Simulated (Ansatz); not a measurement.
The lowest doublet and quartet of CF (SMILES [C]F); geometries from B3LYP-D3(BJ)/def2-TZVP, each state relaxed from the structure named, with no frequency check.
Doublet at the quartet's geometry (charge 0, multiplicity 2):
```xyz
2

C      0.0000     0.0000    -0.7965
F      0.0000     0.0000     0.5310
```

```json
[
 {"level": "U-HF/cc-pVQZ", "gap E(doublet) − E(quartet), vertical, at the quartet's geometry (kcal/mol)": "-49.06", "cost": "-"},
 {"level": "U-B3LYP/def2-TZVPP", "gap E(doublet) − E(quartet), vertical, at the quartet's geometry (kcal/mol)": "-83.47", "cost": "×0.9"},
 {"level": "U-BHLYP/def2-TZVPP", "gap E(doublet) − E(quartet), vertical, at the quartet's geometry (kcal/mol)": "-80.77", "cost": "×1"},
 {"level": "U-wB97X-V/def2-TZVPP", "gap E(doublet) − E(quartet), vertical, at the quartet's geometry (kcal/mol)": "-85.98", "cost": "×2"},
 {"level": "U-B2PLYP/def2-TZVPP", "gap E(doublet) − E(quartet), vertical, at the quartet's geometry (kcal/mol)": "-82.34", "cost": "×1"},
 {"level": "U-SCS-MP2/cc-pVTZ", "gap E(doublet) − E(quartet), vertical, at the quartet's geometry (kcal/mol)": "-81.25", "cost": "-"},
 {"level": "U-CCSD/cc-pVTZ", "gap E(doublet) − E(quartet), vertical, at the quartet's geometry (kcal/mol)": "-77.40", "cost": "-"},
 {"level": "U-CCSD(T)/cc-pVDZ", "gap E(doublet) − E(quartet), vertical, at the quartet's geometry (kcal/mol)": "-77.86", "cost": "×1"},
 {"level": "U-CCSDT(Q)/cc-pVDZ", "gap E(doublet) − E(quartet), vertical, at the quartet's geometry (kcal/mol)": "-78.14", "cost": "×10"},
 {"level": "SA-CASSCF(3,4)/cc-pVTZ", "gap E(doublet) − E(quartet), vertical, at the quartet's geometry (kcal/mol)": "-66.30", "cost": "-"},
 {"level": "SC-NEVPT2 on SA-CASSCF(3,4)/cc-pVQZ", "gap E(doublet) − E(quartet), vertical, at the quartet's geometry (kcal/mol)": "-76.51", "cost": "-"},
 {"level": "FIC-MRCISD+Q on SA-CASSCF(3,4)/cc-pVDZ", "gap E(doublet) − E(quartet), vertical, at the quartet's geometry (kcal/mol)": "-77.83", "cost": "-"},
 {"level": "FIC-MRCISD+Q on SA-CASSCF(3,4)/cc-pVTZ", "gap E(doublet) − E(quartet), vertical, at the quartet's geometry (kcal/mol)": "-79.05", "cost": "-"},
 {"level": "FIC-MRCISD+Q on SA-CASSCF(3,4)/cc-pVQZ", "gap E(doublet) − E(quartet), vertical, at the quartet's geometry (kcal/mol)": "-79.31", "cost": "-"}
]
```

The rows run from -85.98 (U-wB97X-V/def2-TZVPP) to -49.06 kcal/mol (U-HF/cc-pVQZ). The 4 U-functionals in def2-TZVPP without D3 or D4 span 5.21, from U-wB97X-V to U-BHLYP.

A positive gap puts the quartet lower; no zero-point energy. U- takes an unrestricted doublet. The quartet is unrestricted in single-reference levels. Active spaces average the two states.

Correlated levels freeze the cores.

Codes used: Ansatz (Gaussian basis) for Hartree–Fock, density functionals and correlated methods. Values without a source in brackets are computed.

Costs are rough ratios of core time to U-PBE/def2-TZVPP (about 1.5 s over the structures, on one shared machine); a dash marks a level with no comparable run of its own.

Ansatz is a program for electronic structure.
